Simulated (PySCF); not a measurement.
HCl. Atoms are numbered in the order given.

```xyz
2

Cl     0.0000     0.0000    -0.0712
H      0.0000     0.0000     1.2108
```

Coordinates come from a B3LYP-D3(BJ)/def2-TZVP optimisation.

These are PBE/pcSseg-1 (PySCF) values and carry that method's errors.

GIAO shieldings, no solvent; atoms alike by connectivity are averaged. δ = σ(ref) − σ: ¹H against TMS (σ = 31.49 ppm), references at their B3LYP-D3(BJ)/def2-TZVP geometries, non-relativistic (without spin–orbit terms, shifts of atoms bonded to Cl or Br come out too high).

```json
[
 {"nucleus": "¹H", "atoms": "H2", "count": "1", "δ (ppm)": "0.51"}
]
```
